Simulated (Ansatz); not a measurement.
A structure relaxed at PBE0-D4/def2-SVP in Ansatz, charge 0, singlet:

```
atom   x (Å)   y (Å)   z (Å)
 Sn1  -0.609   1.074   0.627
 Sn2  -1.785  -1.163  -0.726
 Sn3   1.702  -0.430  -1.224
  H4   0.075   1.126   2.208
  H5   1.730  -1.211   0.365
  H6  -0.058  -1.112  -1.667
  H7  -1.100  -2.191   0.547
  H8  -0.981   2.716   0.228
  H9   1.026   1.191  -0.358
```

Problem. Give its formula.

Solution. the cluster Sn₃H₆.

Problem. Summarise the bond lengths by kind (pairs closer than 1.2 times the sum of covalent radii, bridged metal pairs left out).

Solution. 1 × Sn–Sn 2.87 Å; 8 × H–Sn 1.72 to 1.97 Å.

In the def2 sets Sn takes a core potential; there is no spin–orbit coupling. Another isomer (singlet) lies 0.13 eV lower at PBE0-D4/def2-TZVP; other spin states weren't run for this one.
